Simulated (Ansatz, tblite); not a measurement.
Forces on AsH2(NMe2) (C2H8AsN) at its B3LYP-D4/def2-SVP geometry. Total charge 0; singlet.

The xTB rows come from tblite. Correlated methods freeze 12 core orbitals; core or outer-core shells of As are correlated, in sets that lack core-valence functions.

GFN1-xTB (tblite), largest force 0.99 eV/Å:

```xyz
12
positions Å, forces eV/Å
As    1.475    0.610   -1.106    0.156    0.719   -0.225
H     0.599    1.852   -1.425    0.323   -0.426    0.218
H     2.212    1.382   -0.007   -0.372   -0.255   -0.263
N     0.339   -0.293    0.067    0.388   -0.033    0.168
C    -0.350    0.481    1.078   -0.727    0.439    0.510
C    -0.495   -1.305   -0.555   -0.783   -0.528   -0.274
H    -1.158    1.130    0.668    0.372   -0.320    0.086
H     0.357    1.131    1.616   -0.105   -0.237   -0.237
H    -0.813   -0.196    1.819    0.192    0.155   -0.293
H     0.086   -1.885   -1.289   -0.059    0.273    0.235
H    -0.862   -2.011    0.212    0.171    0.273   -0.180
H    -1.389   -0.896   -1.077    0.446   -0.059    0.255
```

GFN2-xTB (tblite), largest force 0.41 eV/Å:

```
As -0.129 0.126 0.130
H 0.212 -0.158 0.198
H -0.323 -0.107 -0.200
N 0.144 0.082 0.015
C -0.304 0.025 0.092
C -0.365 -0.179 0.026
H 0.262 -0.217 0.055
H -0.069 -0.219 -0.256
H 0.157 0.172 -0.285
H -0.038 0.267 0.205
H 0.128 0.256 -0.173
H 0.326 -0.046 0.194
```

PBE-QIDH/def2-TZVP (Ansatz), largest force 0.88 eV/Å:

```
As -0.581 0.203 0.628
H 0.204 -0.335 0.068
H -0.153 -0.205 -0.248
N 0.185 0.144 -0.202
C -0.185 0.147 0.068
C -0.198 -0.092 -0.104
H 0.362 -0.301 0.124
H -0.245 -0.287 -0.261
H 0.212 0.231 -0.342
H -0.195 0.278 0.309
H 0.186 0.334 -0.277
H 0.409 -0.116 0.238
```
